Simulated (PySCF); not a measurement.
Excitation energy of Si⁺ by level of theory

Si⁺ [Ne] 3s2 3p1 (2P) → Si⁺ [Ne] 3s1 3p2 (4P), as a difference of total energies. All numbers are calculated (PySCF 2.14, the non-relativistic Hamiltonian (point nucleus), in def2-QZVPPD). Correlated levels: valence and next inner shell: 1s2 frozen. The calculations carry no spin-orbit coupling.

```json
{"method": "UHF", "excitation energy (cm⁻¹)": "31211", "error (cm⁻¹)": "-11600"}
{"method": "MP2 (valence and next inner shell)", "excitation energy (cm⁻¹)": "40193", "error (cm⁻¹)": "-2618"}
{"method": "SCS-MP2 (valence and next inner shell)", "excitation energy (cm⁻¹)": "42761", "error (cm⁻¹)": "-50"}
{"method": "CCSD (valence and next inner shell)", "excitation energy (cm⁻¹)": "41850", "error (cm⁻¹)": "-961"}
{"method": "CCSD(T) (valence and next inner shell)", "excitation energy (cm⁻¹)": "42298", "error (cm⁻¹)": "-513"}
```

Reference: 42811 cm⁻¹ (measured; NIST levels, between the centres of gravity of the two terms).

Errors of the correlated levels include the incompleteness of this basis and the frozen core.
